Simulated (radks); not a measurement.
Dipole-allowed excitations along the series with 10 electrons in [Ne]. Method: scalar-relativistic Kohn-Sham, LB94 model potential, spin-unpolarised, spherical densities, finite nucleus; Fermi nuclear charge, rms radius of each element as measured or else 0.836 A^(1/3) + 0.57 fm; computed with a radial shooting solver on a logarithmic mesh with Libxc functionals. Time-dependent linear response with the Hartree and adiabatic LDA kernel, continuum included through the Sternheimer equations, no spin-orbit coupling, so fine structure and intercombination lines are absent. Lines are the poles of the dipole polarisability below minus the highest occupied eigenvalue, found on a grid refined at the orbital gaps; the lowest seven at most are given, and weak or close lines can be missed. The first line takes the name of the lowest orbital gap if no other gap lies below it; otherwise a line is named after a gap within 0.6 % of it, if that gap stands alone.

species  -e(HOMO) (eV)  lowest orbital gap (eV)  first line (eV)      f  strongest line (eV)  its f  static alpha (bohr^3)
Ga21+           2000.1             2p-3s 1136.9   1139.9 (2p-3s)  0.187  1261.3 (unassigned)   2.99               0.002460
Ge22+           2170.7             2p-3s 1232.0   1235.2 (2p-3s)  0.186  1363.4 (unassigned)   3.03               0.002117
As23+           2348.3             2p-3s 1330.9   1334.4 (2p-3s)  0.185  1469.5 (unassigned)   3.07               0.001832
Se24+           2532.9             2p-3s 1433.6   1437.4 (2p-3s)  0.185  1579.6 (unassigned)   3.10               0.001593
Br25+           2724.5             2p-3s 1540.1   1544.3 (2p-3s)  0.184  1693.7 (unassigned)   3.13               0.001391
